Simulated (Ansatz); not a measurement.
**What each rung costs, and what it gives**

Saddle point of SnSiH$_{7}$Cl, singlet (SnSiH₆ ([SiH3][SnH3]) + HCl → SnH₃Cl ([Cl][SnH3]) + SiH₄; bonds formed: Sn1–Cl7, Si2–H6; bonds broken: Sn1–Si2, H6–Cl7), PBE0-D4/def2-TZVP structure:

```
atom    x (Å)    y (Å)    z (Å)
 Sn1  -0.7684   1.0555  -0.5520
 Si2   0.4726  -1.3582   0.3322
  H3   0.0081   1.8841  -1.8039
  H4  -1.7350   1.8742   0.5671
  H5  -1.6946  -0.2386  -1.2376
  H6   0.7799   0.3550   0.5820
 Cl7   1.4019   1.8870   1.0517
  H8   1.6391  -1.6888   1.1885
  H9   0.6739  -1.8692  -1.0462
 H10  -0.7776  -1.9011   0.9182
```

Barriers are electronic and count from the start structure reached by relaxing down the imaginary mode.

Ansatz 0.2.0; basis: as named in each row; cores frozen in the correlated methods. Filled d shells of the heavier atoms are correlated. Core potentials replace the inner electrons of the atoms past krypton. The def2 sets are not built for correlating such inner shells, so the correlated values are less sure here. B3LYP uses VWN-RPA correlation. Extrapolation: Hartree–Fock as exp(−7.88 √X), correlation as X^−2.97.

Times are rough, for one single point on 4 threads of a shared host (Arm Neoverse V2).

The estimate by CCSD(T) at an estimated basis limit (MP2 extrapolated from triple and quadruple zeta, plus CCSD(T) − MP2 in triple zeta) is 36.90 kcal/mol.

```
      method       basis  time (s)  barrier (kcal/mol)  method less estimate
       SPW92    def2-SVP   under 1               27.38                 -9.52
      PBE-D4    def2-SVP   under 1               31.26                 -5.64
     PBE0-D4    def2-SVP         1               36.32                 -0.58
       SPW92  def2-TZVPP         1               25.97                -10.93
      PBE-D4  def2-TZVPP         2               29.67                 -7.24
     BLYP-D4  def2-TZVPP         2               31.77                 -5.13
    B3LYP-D4  def2-TZVPP         2               35.35                 -1.55
    BHLYP-D4  def2-TZVPP         2               39.88                  2.98
     PBE0-D4  def2-TZVPP         3               34.12                 -2.78
CAM-B3LYP-D4  def2-TZVPP         3               38.66                  1.76
     CCSD(T)    def2-SVP         3               46.82                  9.92
   r2SCAN-D4  def2-TZVPP         4               31.68                 -5.22
     wB97M-V    def2-SVP         4               40.48                  3.58
  r2SCAN0-D4  def2-TZVPP         4               35.29                 -1.61
  RPA on PBE  def2-TZVPP         5               40.21                  3.31
      B2PLYP  def2-TZVPP         5               38.10                  1.20
    PBE-QIDH  def2-TZVPP         5               38.03                  1.13
     wB97X-V  def2-TZVPP         7               39.10                  2.20
      B97M-V  def2-TZVPP         8               34.28                 -2.62
     wB97M-V  def2-TZVPP         8               38.12                  1.22
         MP2  def2-QZVPP        13               37.24                  0.34
     CCSD(T)  def2-TZVPP        96               40.61                  3.71
```

All methods are single points on the PBE0-D4 structures.

No T1 diagnostic of these runs exceeds 0.015.

Labels in which every atom is bracketed show which atoms are joined, not bond orders.
